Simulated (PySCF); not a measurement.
**Löwdin shares of the frontier orbitals**

Species: C4H6O4S.
Structure used (GFN2-xTB), in Å, numbered top down from 1:
```xyz
15
C4H6O4S angstrom
C      2.172   -0.231   -0.039
C      1.598    0.187    1.074
O      0.391    0.834    1.165
C     -0.467    0.725    0.142
C     -1.202    1.685   -0.381
S     -0.739   -0.970   -0.458
O     -0.250   -1.940    0.475
O     -0.391   -1.067   -1.836
O     -2.355   -1.022   -0.362
H      1.709   -0.131   -1.005
H      3.129   -0.715    0.000
H      2.047    0.110    2.053
H     -1.114    2.711   -0.067
H     -1.917    1.434   -1.140
H     -2.614   -1.601    0.357
```

Level of theory: TDDFT CAM-B3LYP/def2-SVPD, vertical, gas phase, core orbitals frozen in the response (PySCF 2.14.0, density-fitted response routines).

Kohn–Sham orbitals with the atoms that hold most of them (Löwdin shares over 4%, at most four atoms; ? is withheld):

| orbital | ε (eV) | atoms |
| --- | --- | --- |
| LUMO+2 | 1.26 | C2 29%, C1 25%, O3 11%, S6 7% |
| LUMO+1 | 0.65 | S6 32%, O9 22%, H15 15%, O7 7% |
| LUMO | -0.05 | ? |
| HOMO | -8.67 | C1 30%, C2 21%, O3 20%, C5 8% |
| HOMO-1 | -9.89 | ? |
| HOMO-2 | -10.86 | O7 41%, O8 39%, O9 10%, S6 5% |
| HOMO-3 | -11.22 | O8 24%, O7 15%, C4 15%, S6 12% |

(1) Which atoms hold the LUMO, and with what shares?

(2) Give the leading atoms of the HOMO-1.

(3) How does S1 compare with the orbital gap of 8.62 eV?

Answers

(1) C5 (bonded to C and 2 H) 30%; C4 (bonded to C, O and S) 28%; O3 (bonded to 2 C) 7%; S6 (bonded to C and 3 O) 7%. By element: carbon 58% or more, oxygen 7% or more, sulfur 7%.

(2) C5 (bonded to C and 2 H) 25%; C4 (bonded to C, O and S) 23%; O3 (bonded to 2 C) 13%; O8 (bonded to S) 11%. By element: carbon 48% or more, oxygen 24% or more.

(3) S1 is at 5.59 eV (f = 0.097), 3.04 eV below the gap, made of HOMO→LUMO (96%). 

Next come S2 at 6.80 eV (f 0.248), HOMO-1→LUMO (41%), HOMO→LUMO+2 (36%), HOMO→LUMO+1 (13%); S3 at 6.88 eV (f 0.115), HOMO-1→LUMO (48%), HOMO→LUMO+2 (23%), HOMO→LUMO+1 (19%); S4 at 6.96 eV (f 0.026), HOMO→LUMO+1 (29%), HOMO→LUMO+2 (28%), HOMO→LUMO+3 (27%); S5 at 7.35 eV (f 0.020), HOMO→LUMO+3 (44%), HOMO→LUMO+1 (24%).

One conformer stands for the species.
